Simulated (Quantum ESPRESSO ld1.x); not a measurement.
The numbers below are computed, except where a source is named.
Radial electron density D(r) = 4 pi r^2 rho(r) of an atom or ion with 46 electrons. Code: ld1.x of Quantum ESPRESSO 7.5. Model: non-relativistic Kohn-Sham, LDA (Slater exchange, VWN5 correlation), spin-polarised, spherical densities, point nucleus.

```
   r/bohr * D(r) (the largest magnitude, 93.2, reaches the edge; | marks zero)
 0.003969 |        *
 0.004547 |          *
 0.005209 |             *
 0.005968 |                *
 0.006837 |                   *
 0.007771 |                      *
 0.008903 |                          *
   0.0102 |                              *
  0.01169 |                                 *
  0.01339 |                                    *
  0.01534 |                                       *
  0.01757 |                                        *
  0.02013 |                                         *
  0.02307 |                                        *
  0.02643 |                                       *
  0.03028 |                                     *
  0.03441 |                                    *
  0.03943 |                                    *
  0.04517 |                                      *
  0.05175 |                                          *
  0.05929 |                                              *
  0.06792 |                                                   *
  0.07782 |                                                      *
  0.08916 |                                                      *
   0.1021 |                                                   *
    0.117 |                                              *
    0.133 |                                          *
   0.1524 |                                        *
   0.1746 |                                          *
      0.2 |                                             *
   0.2292 |                                              *
   0.2625 |                                            *
   0.3008 |                                    *
   0.3446 |                           *
   0.3948 |                   *
   0.4523 |               *
   0.5182 |                *
    0.589 |                  *
   0.6748 |                  *
   0.7731 |                *
   0.8857 |           *
    1.015 |       *
    1.163 |   *
    1.332 | *
    1.526 |*
    1.748 *
    2.003 *
    2.277 *
    2.608 *
    2.988 *
```

What is the nuclear charge?

Answer. Z = 56. The innermost maximum, from 1s, lies near 1/Z = 0.0179 bohr (found: 0.0198), and its height grows with Z. The density is that of the barium ion Ba10+ in [Kr] 4d10; the configuration itself is not fixed sharply by these data, and Z only to a few units. D(r) has 4 maxima, at r = 0.0198, 0.0836, 0.227, 0.648 bohr, and minima at 0.0367, 0.154, 0.471 bohr, inside which lie 1.99, 11.37, 28.99 electrons.
